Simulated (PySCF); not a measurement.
## Computed vibrations of GdCl3(H2O)

GdCl3(H2O) (singlet in the valence; each metal's 4f electrons, 7 of them, lie in its core potential, out of spins and levels). PySCF 2.14.0, RKS PBE0, Gd lcecp-1-SVP with ECP53, Cl def2-SVP, O def2-SVP, H def2-SVP; non-relativistic Hamiltonian with scalar-relativistic core potentials where named; density fitting; no spin-orbit coupling. Central differences of gradients.

```xyz
7

Gd    0.0244   -0.0321    0.0321
Cl    1.1306    1.9182    1.1729
Cl   -1.6852   -1.3295    1.3295
Cl    1.1306   -1.1729   -1.9182
O    -1.3092    1.3739   -1.3739
H    -1.5182    2.3013   -1.1992
H    -1.5182    1.1992   -2.3013
```

Run from Python with OMP_NUM_THREADS=2. Where DIIS fails, smearing, a level shift and second-order steps follow.
It took 2.9 min on 2 threads of Intel(R) Xeon(R) Platinum 8259CL CPU @ 2.50GHz (Skylake/Cascade Lake), on a shared host.

Problem. What are the harmonic wavenumbers and infrared intensities?

Solution. Modes are labelled in Cs; negative numbers are unstable modes, those under 60 cm⁻¹ near the noise; a finer grid moves soft modes by up to 10 cm⁻¹.
```csv
cm⁻¹,km/mol,symmetry
-40,–,a''
41,24.6,a'
56,28.2,a'
72,1.6,a''
72,2.9,a'
135,6.4,a''
259,194.8,a'
314,9.4,a'
321,0.4,a'
337,75.6,a''
345,155.0,a'
484,71.9,a''
1612,111.2,a'
3838,163.2,a'
3931,192.6,a''
```

Problem. Is this a minimum?

Solution. Probably not: 1 unstable, though so soft as to be near the noise; the lowest moves the atoms so:
```
Gd   0.00  0.01  0.01
Cl   0.04 -0.05  0.07
Cl   0.00  0.03  0.03
Cl  -0.04  0.07 -0.05
O    0.00 -0.18 -0.18
H   -0.58 -0.33 -0.12
H    0.58 -0.12 -0.33
```

An lcecp potential fixes the number of 4f electrons, so in runs with it no electron can move into or out of that shell.
